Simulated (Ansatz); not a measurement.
Consider the hydrogenolysis of a C–Ga bond: `C/[C]([GaH2])=C\[S][AlH2]` + H₂ → `C/C=C\[S][AlH2]` + `[GaH3]`.

Computed with Ansatz on PBE0-D4/def2-TZVP structures; ΔE is electronic, products minus reactants. CCSD(T)/CBS adds triple-zeta CCSD(T) − MP2 to the extrapolated MP2 energy (def2 sets, frozen cores). This one scheme is used for every species. Double bonds are as drawn, so ΔE can hold a change between cis and trans. DFT in def2-TZVPP. B3LYP here is the variant with VWN-RPA as its local correlation; programs differ in this. For Ga outer-core shells are correlated without core-valence functions, which leaves a few kJ/mol of doubt a bond. Scalar relativity is left out up to krypton. One conformer a species, not always the lowest.

`C/[C]([GaH2])=C\[S][AlH2]`:

```xyz
14

C     0.635   -0.125   -1.009
C    -0.515   -0.476   -0.116
Ga   -2.295   -0.833   -0.838
C    -0.417   -0.581    1.222
S     1.021   -0.362    2.223
Al    1.804    1.362    1.096
H     0.552    0.888   -1.411
H     0.695   -0.791   -1.875
H     1.616   -0.241   -0.506
H    -3.423   -1.187    0.192
H    -2.551   -0.767   -2.385
H    -1.287   -0.869    1.805
H     0.789    2.479    0.632
H     3.375    1.503    0.970
```

H₂:

Z-matrix (Å, degrees):
```
H
H 1 0.746
```

`C/C=C\[S][AlH2]`:

Z-matrix (Å, degrees):
```
C
C 1 1.486
H 1 1.089 2 111.8
H 1 1.096 2 108.5 3 -119.6
H 1 1.092 2 111.6 3 122.8
C 2 1.353 1 127.2 3 9.3
H 2 1.089 1 116.5 3 -177.2
Al 6 2.254 2 92.7 1 -73.8
S 6 1.774 2 125.7 1 -11.6
H 6 1.087 2 117.9 1 172.7
H 8 1.580 6 119.5 2 26.2
H 8 1.581 6 104.3 2 -116.3
```

`[GaH3]`:

```xyz
4

Ga    0.000    0.001    0.000
H    -0.884    0.167    1.285
H    -0.637   -0.551   -1.323
H     1.520    0.383    0.039
```

CCSD(T)/CBS gives -12.2 kJ/mol.

Problem. Another level gave -22.7 kJ/mol. Which?
A. B3LYP/def2-TZVPP
B. HF/def2-TZVPP
C. r2SCAN/def2-TZVPP
D. PBE-D4/def2-TZVPP

Solution. C. r2SCAN -22.7, PBE-D4 -14.1, B3LYP -30.5, HF/def2-TZVPP -51.1 kJ/mol.

Largest T1 diagnostic among the species: 0.013.

From PBE to PBE0 (25 % exact exchange), in def2-TZVPP and without D4, ΔE moves by −7.6 kJ/mol. In def2-TZVPP, CCSD(T) changes the Hartree–Fock value by +34.1 kJ/mol (the triples alone add +6.9 kJ/mol) and MP2 by +41.8 kJ/mol. The D4 term adds +15.9 kJ/mol with B3LYP and +8.9 kJ/mol with PBE0; it sums over pairs of atoms, weighted by their polarisabilities, and B3LYP, whose exchange is more repulsive, gets the larger term.
